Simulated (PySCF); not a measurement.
Coordinates in bohr (charge 0 multiplicity 1):
```
Sr    0.0000    0.0000   -0.0415
H     3.6235    0.0000    1.8080
H    -3.6235    0.0000    1.8080
```

Method: PySCF, PBE0, basis Sr x2c-TZVPall, H x2c-TZVPall (spin-free X2C, no spin–orbit coupling, density fitting).

This geometry of SrH₂ is a stationary point at this level.

**Question.** What is the point group?

**Answer.** C2v.

**Question.** Is it a minimum?

**Answer.** Yes: all harmonic wavenumbers are real.

**Question.** Which band is strongest in the infrared?

**Answer.** 1172 cm⁻¹ (b2), 953 km/mol.

**Question.** What are the dipole moment and the gap between the highest occupied and lowest empty levels?

**Answer.** 6.05 D and 3.77 eV.

This need not be the most stable arrangement of these atoms.
